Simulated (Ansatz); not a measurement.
Program: Ansatz 0.2.0.

A structure relaxed at PBE0-D4/def2-TZVP, charge 0, multiplicity 1:

```tsv
atom	x (Å)	y (Å)	z (Å)
N1	-0.231	1.012	-1.040
Nb2	0.211	0.106	0.383
O3	-1.367	-0.601	1.160
O4	1.351	-1.315	-0.140
F5	1.090	1.251	1.592
H6	-0.462	1.584	-1.837
H7	-2.279	-0.497	0.890
H8	1.687	-1.540	-1.008
```

(1) Give its formula and SMILES.

(2) Point group (tolerance 0.08 Å, 0.16 Å for H)?

(3) Summarise the bond lengths by kind.

Answers

(1) FH3NNbO2, `[NH]=[Nb]([OH])([OH])[F]`.

(2) Cs.

(3) 1 × N–Nb 1.743 Å; 1 × H–N 1.008 Å; 2 × Nb–O 1.896 Å; 1 × F–Nb 1.883 Å; 2 × H–O 0.958 Å.
